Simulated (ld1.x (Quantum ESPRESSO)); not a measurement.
# What one change does to a pseudopotential (Te, PAW)

| Property | Result |
| --- | --- |
| Element | tellurium |
| Generator | ld1.x (Quantum ESPRESSO) 7.5 |
| Type | PAW |
| Functional | PBE |
| Relativity | scalar-relativistic |
| Frozen core | [Kr] |
| Valence charge | 16 |
| Reference configuration | 4d10 5s2 5p2 (charge +2) |
| Partial waves | 5s (bound): rcut 1.35, rcutus 1.85 bohr; 5s channel at -1.25 Ry: rcut 1.35, rcutus 1.85 bohr; 5p (bound): rcut 1.65, rcutus 2.00 bohr; 5p channel at 1.35 Ry: rcut 1.65, rcutus 2.00 bohr; 4d (bound): rcut 0.80, rcutus 0.95 bohr; 4d channel at -3.6 Ry: rcut 0.80, rcutus 0.95 bohr |
| Local potential | all-electron potential smoothed inside 0.75 bohr (lloc = -1) |
| Core correction | Bessel-smoothed model core inside 0.85 bohr |
| Augmentation charge | PSQ, inside the norm-conserving radii |

All-electron outer shells of the reference configuration (PBE, scalar-relativistic, ld1.x):

```json
{"shell": "4p", "level (eV)": "-133.82", "outermost node (bohr)": "0.38", "outermost maximum (bohr)": "0.74"}
{"shell": "4d", "level (eV)": "-60.99", "outermost node (bohr)": "0.36", "outermost maximum (bohr)": "0.81"}
{"shell": "5s", "level (eV)": "-32.71", "outermost node (bohr)": "0.91", "outermost maximum (bohr)": "1.75"}
{"shell": "5p", "level (eV)": "-22.30", "outermost node (bohr)": "0.99", "outermost maximum (bohr)": "2.04"}
```

Change: all radii but the core radius scaled by about 1.05 (s 1.94, p 2.10, d 1.00 bohr, rcut 1.42/1.72/0.84); local potential all-electron potential smoothed inside 0.78 bohr (lloc = -1).

Cutoffs: the cutoffs (Ry, on a coarse ladder) from which the occupation-weighted sum of valence levels, in a spherical-Bessel basis at the reference potential, stays within 10 and 1 mRy of its value at 400 Ry; they do not see the model core or the augmentation charge, which bear on the density cutoff. Errors are all-electron minus pseudo energies relative to the spin-unpolarised reference configuration.

Task: What does the change do?

Result: The bound ghosts move from p, s to p; the errors of the 7 common tests hardly move.

| quantity | base | changed |
| --- | --- | --- |
| cutoffs, loose and tight | 140 Ry, 230 Ry | not determined |
| bound ghosts | s, p | p (s not tested, overlap not positive) |
| error for 4d10 5s2 5p4, meV [ΔE -27.65 eV] | +7.6 | +7.5 |
| error for 4d10 5s2 5p3, meV [ΔE -17.92 eV] | +4.6 | +4.7 |
| error for 4d10 5s2 5p1, meV [ΔE 26.90 eV] | -7.6 | -7.8 |
| error for 4d10 5s0 5p6, meV [ΔE -8.95 eV] | +6.6 | +6.7 |
| error for 4d10 5s2 5p3.5, meV [ΔE -23.76 eV] | +6.3 | +6.2 |
| error for 4d10 5s2 5p0, meV [ΔE 63.38 eV] | -22 | -22 |
| error for 4d10 5s2 5p4.3, meV [ΔE -29.12 eV] | +8.2 | +8.2 |
| lowest overlap eigenvalue by channel | s 0.02, p 0.28, d 0.94 | s -0.14, p 0.24, d 0.94 |

Changed file: the overlap operator is not positive definite in a basis up to 400 Ry (lowest eigenvalue s -0.14), so the file is unfit for use: the generalised eigenproblem breaks down once the basis is large enough, and its test numbers describe a broken file. A true bound ghost makes a file unfit for plane-wave use even where its test errors are small: the radial tests pick states by their node count and pass the ghost by.
